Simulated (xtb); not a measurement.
xtb input:

```bash
xtb mol.xyz --gfn 2 --sp --chrg -1 --uhf 0
```
mol.xyz:
```
6

C     -1.83513394    -0.27266269    -0.07148637
C     -0.50767398    -0.24131229    -0.09446423
C      0.77801518    -0.41262500    -0.20752340
F      1.58085921     0.68112272     0.26249959
H     -2.44293939     0.09261690    -0.90007429
H     -2.39603706    -0.66312145     0.77842201
```

Predict the final energy.

-12.22768 Eh (GFN2-xTB).

It need not be the lowest isomer of its formula. Whether it binds its extra electron was not tested at this geometry.
